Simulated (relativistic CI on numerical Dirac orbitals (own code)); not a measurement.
# How well does a small relativistic CI reproduce Kr?

Computed by Dirac-Coulomb-Breit CI, orbitals from a KLI potential per configuration, a model potential for QED, valence Slater integrals scaled by 0.85, configuration energies shifted to the measured levels that pair with them (semi-empirical) (own radial code, finite nucleus).

CI space (outside the closed core [Ar] 3d10 4s2): 4p6, 4p5 5s, 4p5 5p, 4p5 4d, 4p5 6s, 4p5 6p, 4p5 5d, 4p4 4d2, 4p5 4f, 4p5 6d, 4p5 5f, 4p5 5g, 4p5 6f. Levels of other configurations are missing.

```
Configuration  Term (tabulated)  J  Measured (cm⁻¹)  Computed  Error  Purity (%)
          4p6                1S  0              0.0         0      0          99
       4p5 5s           2[3/2]°  2          79971.7     79900    -72          99
       4p5 5s           2[3/2]°  1          80916.8     80875    -42          52
       4p5 5s           2[1/2]°  0          85191.6     85234     42          99
       4p5 5s           2[1/2]°  1          85846.7     85889     42          51
       4p5 5p            2[1/2]  1          91168.5     91356    187          80
       4p5 5p            2[5/2]  3          92294.4     92273    -21         100
       4p5 5p            2[5/2]  2          92307.4     92323     15          51
       4p5 5p            2[3/2]  1          92964.4     92907    -58          53
       4p5 5p            2[3/2]  2          93123.3     93002   -121          76
       4p5 5p            2[1/2]  0          94092.9     94024    -69          52
       4p5 5p            2[3/2]  1          97595.9     97669     73          75
       4p5 4d           2[7/2]°  4          97797.3     97797      0          99
       4p5 5p            2[1/2]  1          97919.1     97916     -3          59
       4p5 5p            2[3/2]  2          97945.2     97948      3          45
       4p5 5p            2[1/2]  0          98855.1     98876     21          53
       4p5 6s           2[3/2]°  2          99626.9     99627      0          95
```

Measured levels from NIST Handbook of Basic Atomic Spectroscopic Data (Sansonetti and Martin, J. Phys. Chem. Ref. Data 34, 1559 (2005)); pairs were made by configuration, J and term (by order where the table uses no LS term), so strongly mixed levels may be paired wrongly.

Mean error by configuration (cm⁻¹): 4p5 5s -7; 4p5 5p 3; 4p5 4d 0; 4p5 6s 0. Over the excited levels the mean absolute error is 48 cm⁻¹ (16 of the 18 excited levels that our extract of the source holds in range could be paired, and the others can miss by more), and the median relative error of those above 1,000 cm⁻¹ is 0.049 %, both after the shifts were fitted to these levels, so that a configuration with one level shows no error.

Transition probabilities of persistent lines. The last column rescales the computed rate by the cube of measured over computed energy:

| λ measured (Å) | Lower | Upper | A tabulated (s⁻¹) | A computed | A rescaled |
| --- | --- | --- | --- | --- | --- |
| 1164.87 vacuum | 4p6 1S_0 | 4p5 5s 2[1/2]°_1 | 3.16e+08 | 3.41e+08 | 3.41e+08 |
| 1235.84 vacuum | 4p6 1S_0 | 4p5 5s 2[3/2]°_1 | 3.12e+08 | 3.37e+08 | 3.38e+08 |
| 5570.29 air | 4p5 5s 2[3/2]°_2 | 4p5 5p 2[1/2]_1 | 2.10e+06 | 1.11e+06 | 1.09e+06 |
| 5870.92 air | 4p5 5s 2[3/2]°_1 | 4p5 5p 2[3/2]_2 | 1.80e+06 | 1.78e+06 | 1.76e+06 |
| 8104.37 air | 4p5 5s 2[3/2]°_2 | 4p5 5p 2[5/2]_2 | 1.30e+07 | 1.23e+07 | 1.20e+07 |
| 8112.90 air | 4p5 5s 2[3/2]°_2 | 4p5 5p 2[5/2]_3 | 3.60e+07 | 4.66e+07 | 4.61e+07 |
| 8190.06 air | 4p5 5s 2[3/2]°_1 | 4p5 5p 2[3/2]_2 | 1.10e+07 | 1.07e+07 | 1.09e+07 |
| 8263.24 air | 4p5 5s 2[1/2]°_1 | 4p5 5p 2[3/2]_2 | 3.50e+07 | 4.17e+07 | 4.21e+07 |
| 8298.11 air | 4p5 5s 2[3/2]°_1 | 4p5 5p 2[3/2]_1 | 3.20e+07 | 3.72e+07 | 3.73e+07 |
| 8508.87 air | 4p5 5s 2[1/2]°_1 | 4p5 5p 2[3/2]_1 | 2.40e+07 | 2.14e+07 | 2.12e+07 |
| 8776.75 air | 4p5 5s 2[3/2]°_1 | 4p5 5p 2[5/2]_2 | 2.70e+07 | 2.80e+07 | 2.76e+07 |

Configurations whose levels could be paired with our table of measured levels were shifted onto them, all but the ground configuration, by the median error of their levels; single terms can still be off by 1,000 to 2,000 cm⁻¹ or more, and rates follow the energies as ν³ (E1, M1) or ν⁵ (E2). The others borrow a shift and can be off by several thousand cm⁻¹ or more. The fine structure of a lone outer electron comes out too small, for d and f at times inverted, and misplaced configurations move strength between like terms. 16 of the 18 excited levels that our extract of the measured tables holds in this range could be paired (the sources list more); they are missed by 48 cm⁻¹ on average and 187 at most, after the shifts were fitted to these levels, and levels without a partner can miss by more.

Shifts applied (cm⁻¹): 4p6 0; 4p5 5s -3131; 4p5 5p -1827; 4p5 4d -2577; 4p5 6s -2293.
